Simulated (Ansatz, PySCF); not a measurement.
Caution: the highest occupied level lies above zero, so the state may not be bound. This triplet is an excited state, 1.46 eV above the relaxed singlet at the level frozen-core CCSD(T)/aug-cc-pVTZ // B3LYP-D3(BJ)/def2-TZVPD (Ansatz, a first-principles code).

B3LYP has the VWN-RPA correlation part, as in Gaussian. 

Cartesian coordinates (Å):
SMILES: O[B-]F
```xyz
4

O     -0.7944     0.3552     0.1882
B      0.5252     0.4866     0.2175
F      1.4470    -0.3775    -0.2148
H     -1.1779    -0.4643    -0.1909
```
Charge -1, spin multiplicity 3.

Predict the total energy and highest occupied spin orbital from B3LYP-D3(BJ)/def2-TZVPD run with PySCF.


- total energy: -200.6158 Ha
- highest occupied spin orbital: 2.07 eV
